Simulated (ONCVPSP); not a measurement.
**What one change does to a pseudopotential (lutetium (Lu), ONCV)**

```
Element                 : Lu
Generator               : ONCVPSP 4.0.1
Type                    : optimised norm-conserving Vanderbilt (ONCV)
Functional              : LDA (Perdew-Wang 92)
Relativity              : scalar-relativistic
Frozen core             : [Kr] 4d10
Valence charge          : 25
Reference configuration : 4f14 5s2 5p6 5d1 6s1.5 (charge +0.5)
Partial waves           : 5s+6s: rc 2.05 bohr, ncon 4, nbas 9, qcut 6.4 1/bohr, 2 projectors; 5p: rc 1.45 bohr, ncon 4, nbas 9, qcut 6.8 1/bohr, 2 projectors, debl 3.9 Ha; 5d: rc 3.00 bohr, ncon 4, nbas 9, qcut 5.2 1/bohr, 2 projectors, debl 1.6 Ha; 4f: rc 1.05 bohr, ncon 4, nbas 9, qcut 18.5 1/bohr, 2 projectors, debl 3.9 Ha
Local potential         : polynomial inside 0.85 bohr (lpopt 5, dvloc0 6 Ha)
Core correction         : polynomial model core, fcfact 0.25
```

Change: all radii but the core radius scaled by about 1.08 (s 2.22, p 1.56, d 3.24, f 1.14 bohr); local potential polynomial inside 0.92 bohr (lpopt 5, dvloc0 6 Ha).

Cutoffs: the cutoffs (Ha) at which the residual kinetic energy of the hardest occupied pseudo-wave falls to 1 and 0.1 mHa per electron; they do not see the model core or the augmentation charge, which bear on the density cutoff. Errors are all-electron minus pseudo energies relative to the spin-unpolarised reference configuration.

Task: How do hardness, ghosts and transferability respond?

Result: The potential gets neither clearly harder nor softer (134 Ha and 147 Ha → 125 Ha and 138 Ha); both files keep a bound ghost (s); of the 4 tests that both files solve, the error grows in 1 and shrinks in 1 by more than 15 % and 0.3 meV (median size 3.9 → 4.4 meV).

```tsv
quantity	base	changed
cutoff, loose	134 Ha	125 Ha
cutoff, tight	147 Ha	138 Ha
loose cutoff by channel	s 13 Ha, p 21 Ha, d 8.6 Ha, f 134 Ha	s 11 Ha, p 19 Ha, d 8.2 Ha, f 125 Ha
bound ghosts	s	s
GHOST(+) flags under 300 eV	d at 158.7 eV, p at 209.8 eV	d at 177.7 eV
error for 4f14 5s2 5p6 5d1 6s2, meV [ΔE -3.08 eV]	+0.6	+0.6
error for 4f14 5s2 5p6 5d1 6s1, meV [ΔE 4.50 eV]	-1.3	-1.3
error for 4f14 5s2 5p6 5d1 6s0, meV [ΔE 18.07 eV]	-6.4	-7.4
error for 4f13 5s2 5p6 5d2 6s1, meV [ΔE 15.93 eV]	-141	-50
rms error of d²Exc/dni dnj with the model core, mHa	1.97	2.14
```

 A true bound ghost makes a file unfit for plane-wave use even where its test errors are small: the radial tests pick states by their node count and pass the ghost by.
